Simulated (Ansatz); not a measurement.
Coupled-cluster run, CH7AsInN, SMILES `N[CH]([AsH2])[InH2]`.

```yaml
crystal:
  periodic: [false, false, false]
  atoms:
    - {symbol: N, position_ang: [-0.658952, 1.682409, 0.001379]}
    - {symbol: C, position_ang: [0.348866, 0.652928, 0.199895]}
    - {symbol: As, position_ang: [1.014066, 0.172704, -1.628120]}
    - {symbol: In, position_ang: [-0.173137, -1.300150, 0.997894]}
    - {symbol: H, position_ang: [-1.568481, 1.281055, -0.189779]}
    - {symbol: H, position_ang: [-0.752895, 2.264987, 0.822684]}
    - {symbol: H, position_ang: [1.216922, 1.093227, 0.692534]}
    - {symbol: H, position_ang: [-0.266313, -0.555243, -2.048168]}
    - {symbol: H, position_ang: [1.676480, -1.158634, -1.234791]}
    - {symbol: H, position_ang: [0.981339, -2.375867, 1.694316]}
    - {symbol: H, position_ang: [-1.817874, -1.757416, 0.692164]}
basis:
  gaussian: {orbitals: def2-SVP}
correlation: {method: ccsd_t}
```

```sh
$ ansatz run in.yaml --threads 4 --pin off --events-out ev --progress --plain --max-ram 10444MiB
```

Output of Ansatz, abridged:

```
Functional definition: HF
1306 factors; integrals over basis functions are off by at most 1.3e-3 eV
mean field evaluation 1: about -68552.9490 eV, gradient 2.9e1 eV
mean field evaluation 2: about -68553.0310 eV, gradient 2.9e1 eV
mean field evaluation 4: about -68555.5479 eV, gradient 3.5e0 eV
mean field evaluation 8: about -68555.6006 eV, gradient 2.6e-1 eV
mean field evaluation 16: about -68555.4621 eV, gradient 3.4e0 eV
mean field -68555.60112298 eV, -2519.3718726142 hartree, gradient 7.3e-6 eV, S^2 0.000000; 0 other end points of the search recorded, 0 dependent functions left out
15 core orbitals not correlated: weight in the atoms' cores, before any rotation towards them, 1.000 or more for the frozen orbitals, at most 0.000 for the correlated occupied ones
reference -68555.60112298 eV, -2519.3718726142 hartree; 22, 22 occupied and 84, 84 virtual orbitals, 1306 factors
second order -17.76413470 eV of doubles, -0.00000000 eV of singles
cycle   1  -18.29636220 eV  change   -5.3e-1 eV  update   1.1e-1
cycle   2  -18.90480168 eV  change   -6.1e-1 eV  update   3.3e-2
cycle   3  -18.99133443 eV  change   -8.7e-2 eV  update   1.5e-2
cycle   4  -18.98565788 eV  change    5.7e-3 eV  update   4.4e-3
cycle   5  -18.98583544 eV  change   -1.8e-4 eV  update   2.1e-3
cycle   6  -18.98535303 eV  change    4.8e-4 eV  update   7.6e-4
cycle   7  -18.98490133 eV  change    4.5e-4 eV  update   3.4e-4
cycle   8  -18.98492006 eV  change   -1.9e-5 eV  update   1.7e-4
cycle   9  -18.98496679 eV  change   -4.7e-5 eV  update   7.6e-5
cycle  10  -18.98494548 eV  change    2.1e-5 eV  update   3.2e-5
perturbative correction -0.59715123 eV, -0.0219449029 hartree
Total energy: -68575.18321969 eV, -2520.0915013951 hartree
```

Run time 12 s (4 threads of an AMD EPYC 7R13 on a shared host); peak host memory 0.78 GiB.

The correlation energy is -19.582 eV, 3.0 % of it from (T); the T1 diagnostic reads 0.0108.
